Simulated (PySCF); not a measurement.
C₃H₇ClOSi, SMILES C=C(Cl)[Si@@H](C)O. Geometry optimised at PBE-D3(BJ)/def2-SVP. The structure was generated by enumeration; whether it is a known compound was not checked. The values are those of a single conformer.

### Question
Give the equilibrium geometry at PBE-D3(BJ)/def2-SVP (PySCF confirms it by a frequency run) as Cartesian coordinates in Å. (An estimate is asked for; the answer gives what the named calculation found.)

### Answer
Several could match; the one computed here: 
```xyz
13

C      1.6475    -0.1317     1.2648
C      0.8809    -0.0720     0.1609
Cl     1.4851    -0.6450    -1.3953
Si    -0.8992     0.5679     0.0849
C     -2.0552    -0.8428    -0.3257
O     -1.3321     1.1668     1.6027
H      1.2240     0.2264     2.2172
H      2.6753    -0.5286     1.2619
H     -0.9408     1.6519    -0.9618
H     -3.0898    -0.4842    -0.4944
H     -1.7037    -1.3580    -1.2421
H     -2.0659    -1.5776     0.5041
H     -0.9393     2.0284     1.8251
```
Charge 0, spin multiplicity 1.
